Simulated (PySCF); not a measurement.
5-methylspiro(2.4)hepta-4,6-diene, C8H10.
Geometry (GFN2-xTB, Å), atoms numbered from 1 in this order:
```
atom  x, y, z in Å
C1     2.6527   -0.9617    0.1354
C2     1.3055   -0.3674   -0.0904
C3     0.1963   -0.5125    0.6597
C4    -0.8993    0.2593    0.0535
C5    -0.2986    0.8737   -1.1397
C6     0.9888    0.4992   -1.2122
C7    -1.9545    0.9668    0.8842
C8    -2.3407   -0.2158    0.0801
H9     2.6554   -1.5741    1.0336
H10    3.4001   -0.1759    0.2437
H11    2.9416   -1.5814   -0.7135
H12    0.0869   -1.0891    1.5599
H13   -0.8399    1.5107   -1.8148
H14    1.7006    0.7782   -1.9689
H15   -1.8803    0.8659    1.9558
H16   -2.2639    1.9457    0.5520
H17   -2.9217   -0.0675   -0.8169
H18   -2.5378   -1.1479    0.5868
```

The closed-shell SCF was solved with PySCF and density fitting under several settings on one GFN2-xTB geometry (grid level 2 and gas phase unless stated).

```
                                                       settings  basis functions  SCF cycles     E (Eh)  HOMO (eV)  LUMO (eV)  dipole (D)
                                                  PBE0/pcSseg-1              186          14  -310.3958      -6.01      -0.40        0.68
                                                 PBE0/def2-SVPD              240          14  -310.2313      -6.02      -0.46        0.72
                WP04/STO-3G, fitting basis def2-universal-jkfit               50          10  -314.9245      -5.99      -0.85        0.61
PBE0/def2-SVPD, IEF-PCM acetonitrile, energy threshold 1e-11 Eh              240          12  -310.2366      -6.14      -0.52        1.05
                                                   BLYP/pcseg-1              162          15  -310.5862      -4.79      -1.13        0.69
 wB97X-D/pcSseg-0, grid level 1, fitting basis def2-qzvpp-jkfit               92          10  -310.0223      -7.87       1.46        0.69
```

Task: Estimate the rows for these settings: (1) B3LYP/pcSseg-0, grid level 4; (2) wB97X/MINI.

Result: 
| settings | basis functions | SCF cycles | E (Eh) | HOMO (eV) | LUMO (eV) | dipole (D) |
| --- | --- | --- | --- | --- | --- | --- |
| B3LYP/pcSseg-0, grid level 4 | 92 | 13 | -310.1317 | -5.80 | -0.46 | 0.69 |
| wB97X/MINI | 50 | 12 | -308.1820 | -10.64 | -0.30 | 0.57 |

Task: Over all rows, what range does the HOMO–LUMO gap span?

Result: From 3.66 eV (BLYP/pcseg-1) to 10.34 eV (wB97X/MINI). The functional of the narrowest has no exact exchange, that of the widest range-separated exact exchange.

Task: And the dipole moment?

Result: From 0.57 D (wB97X/MINI) to 1.05 D (PBE0/def2-SVPD, IEF-PCM acetonitrile, energy threshold 1e-11 Eh); the largest is 1.84 times the smallest, and the median is 0.69 D.

Task: Compare two rows with the functional PBE0: PBE0/pcSseg-1 and PBE0/def2-SVPD. Which energy is lower, and by how much?

Result: PBE0/pcSseg-1 (186 functions) lies 0.1645 Eh or 103 kcal/mol below PBE0/def2-SVPD (240 functions). The smaller set gives the lower energy; the two sets aren't nested, so the variational bound doesn't order them by size.

wB97X-D ran without the empirical dispersion term, which would shift the total energy alone. Cycle counts include a coarse-grid stage where the run had one. WP04 was designed for NMR shieldings or shifts; total energies of different functionals aren't comparable. Geometry: GFN2-xTB; no vibrations or thermal averaging.
